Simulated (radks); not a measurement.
Task: Coherent X-ray form factor from a spherical all-electron density. Method: non-relativistic Kohn-Sham, revPBE, spin-unpolarised, spherical densities, point nucleus; computed with a radial shooting solver on a logarithmic mesh with Libxc functionals.

sin(theta)/lambda (1/angstrom)  f0 (electrons)
0.05                                    16.508
0.1                                     15.229
0.15                                    13.598
0.2                                     12.000
0.25                                    10.643
0.3                                      9.581
0.4                                      8.170
0.5                                      7.284
0.6                                      6.571
0.8                                      5.221
1                                        4.002
1.25                                     2.865
1.5                                      2.154
2                                        1.497

The species is in the configuration that NIST lists as its ground one. Which atom or ion scatters so?

Result: Neutral chlorine, [Ne] 3s2 3p5. Extrapolating in s^2 from the first two rows gives f0(0) = 16.9, near the electron count 17; among species with that count, the fall with angle is slower the higher Z, and the table is that of Z = 17; from so few rows the species is fixed only to a neighbour or two.
